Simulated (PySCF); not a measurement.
# Ru+ (ruthenium, charge +1) across methods

[Kr] 4d6 5s1, high-spin 6D determinant (an excited configuration). All numbers are calculated (PySCF 2.14, a scalar-relativistic core potential, in aug-cc-pwCVTZ-PP with ECP28MDF (8s8p7d4f3g, 122 functions)).

| method | E (hartree) | mean ε 4d α (eV) | mean ε 4d β (eV) | mean ε 5s α (eV) | Σ⟨r²⟩ (bohr²) | ⟨S²⟩ |
| --- | --- | --- | --- | --- | --- | --- |
| wB97M-V | -94.0916 | -20.608 | -17.666 | -15.067 | 38.32 | 8.752 |
| r2SCAN | -94.2201 | -16.922 | -13.574 | -12.858 | 38.02 | 8.751 |
| PBE | -94.1871 | -16.449 | -13.618 | -12.564 | 38.36 | 8.751 |
| M06-L | -94.2244 | -16.552 | -13.823 | -12.156 | 37.77 | 8.752 |
| UHF | -93.57292 | -23.035 | -18.895 | -14.734 | 38.46 | 8.753 |
| LDA | -93.9654 | -16.560 | -13.617 | -12.848 | 38.44 | 8.751 |
| PBE0 | -94.1752 | -18.265 | -15.176 | -13.234 | 38.21 | 8.751 |
| BP86 | -94.2593 | -16.526 | -13.865 | -12.726 | 38.27 | 8.751 |

Energies and moments cover only the electrons outside the core potential.
